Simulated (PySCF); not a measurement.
Isomers of C4H4O4, one GFN2-xTB conformer each. Single-point energies are computed at PBE0/pcSseg-1 (PySCF, gas phase, no added dispersion term), electronic only.

```json
{"SMILES": "O=CO/C=C\\OC=O", "GFN2-xTB relative energy (kcal/mol)": "39.9"}
{"SMILES": "Cc1oc(=O)oc1O", "GFN2-xTB relative energy (kcal/mol)": "0.0"}
```

Conformers: `[O:1]=[CH:2][O:3]/[CH:4]=[CH:5]\[O:6][CH:7]=[O:8]` with O1–C2–O3–C4 0°, C2–O3–C4–C5 180°, C4–C5–O6–C7 180°, C5–O6–C7–O8 0°; `[CH3:1][c:2]1[o:3][c:4](=[O:5])[o:6][c:7]1[OH:8]` with O6–C7–O8–H -1°.

Problem. What does PBE0/pcSseg-1 give for the same structures?

Solution. 
| SMILES | PBE0/pcSseg-1 E (Eh) | PBE0/pcSseg-1 (kcal/mol) | GFN2-xTB (kcal/mol) | point group |
| --- | --- | --- | --- | --- |
| Cc1oc(=O)oc1O | -455.18352 | 0.0 | 0.0 | Cs |
| O=CO/C=C\OC=O | -455.16097 | 14.2 | 39.9 | C2v |

Both levels put the same isomer lowest. As drawn, the lower has an O–H bond, which the higher lacks.

Problem. Which frontier levels, dipoles and rotational constants go with these structures?

Solution. 
```json
{"SMILES": "Cc1oc(=O)oc1O", "HOMO (eV, PBE0/pcSseg-1)": "-6.55", "LUMO (eV)": "0.64", "dipole (D)": "4.22", "A, B, C (MHz)": "3561, 1980, 1282"}
{"SMILES": "O=CO/C=C\\OC=O", "HOMO (eV, PBE0/pcSseg-1)": "-7.50", "LUMO (eV)": "-1.07", "dipole (D)": "1.88", "A, B, C (MHz)": "11932, 793.4, 743.9"}
```
